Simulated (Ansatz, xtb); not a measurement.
Spectroscopic constants of SiN, multiplicity 2 (the spin of the measured ground state). The T1 diagnostic near the minimum is 0.079, so single-reference values are doubtful.

Constants: fifth-degree fit in 1/R to seven points, most abundant isotopes. In def2 and cc sets the state is the lowest found near the PBE0 minimum, followed along R.

Programs: Ansatz (Gaussian basis) for Hartree–Fock, density functionals and correlated methods; xtb for the GFN methods. Each number belongs to the level named beside it. The GFN methods have no spin term and hold the electronic entropy of 300 K.

D_e counts from each atom's lowest state at the same level, without counterpoise or zero-point energy.

```json
[
 {"level": "GFN1-xTB", "r_e (Å)": "1.562", "ω_e (cm⁻¹)": "1323", "ω_e x_e (cm⁻¹)": "7.3", "D_e (eV)": "-", "dipole (D)": "-"},
 {"level": "GFN2-xTB", "r_e (Å)": "1.566", "ω_e (cm⁻¹)": "1497", "ω_e x_e (cm⁻¹)": "11", "D_e (eV)": "-", "dipole (D)": "-"},
 {"level": "SVWN5/def2-TZVPP", "r_e (Å)": "1.565", "ω_e (cm⁻¹)": "1187", "ω_e x_e (cm⁻¹)": "5.9", "D_e (eV)": "5.96", "dipole (D)": "2.83"},
 {"level": "PBE/def2-TZVPP", "r_e (Å)": "1.580", "ω_e (cm⁻¹)": "1150", "ω_e x_e (cm⁻¹)": "6.0", "D_e (eV)": "5.16", "dipole (D)": "2.71"},
 {"level": "r2SCAN/def2-TZVPP", "r_e (Å)": "1.569", "ω_e (cm⁻¹)": "1180", "ω_e x_e (cm⁻¹)": "6.4", "D_e (eV)": "4.58", "dipole (D)": "2.59"},
 {"level": "B97M-V/def2-TZVPP", "r_e (Å)": "1.563", "ω_e (cm⁻¹)": "?", "ω_e x_e (cm⁻¹)": "6.5", "D_e (eV)": "4.66", "dipole (D)": "2.56"},
 {"level": "B3LYP/def2-TZVPP", "r_e (Å)": "1.567", "ω_e (cm⁻¹)": "1180", "ω_e x_e (cm⁻¹)": "6.2", "D_e (eV)": "4.68", "dipole (D)": "2.76"},
 {"level": "PBE0/def2-TZVPP", "r_e (Å)": "?", "ω_e (cm⁻¹)": "?", "ω_e x_e (cm⁻¹)": "6.4", "D_e (eV)": "4.46", "dipole (D)": "2.65"}
]
```

**Question.** Fill in the missing entries.

**Answer.** 
- PBE0/def2-TZVPP, r_e (Å): 1.564
- PBE0/def2-TZVPP, ω_e (cm⁻¹): 1196
- B97M-V/def2-TZVPP, ω_e (cm⁻¹): 1189

Measured for the ground state: r_e 1.5721 Å, ω_e 1151.3 cm-1, ω_e x_e 6.455 cm-1, B_e 0.73093 cm-1, α_e 0.005685 cm-1 [Irikura, J. Phys. Chem. Ref. Data 36, 389 (2007)]. D_0 4.492 ± 0.1 eV (a handbook's tabulated 298 K bond energy less 3RT/2; such tables hold older values) [Luo, bond dissociation energies, CRC Handbook].

Ansatz is a quantum-chemistry and plane-wave program.
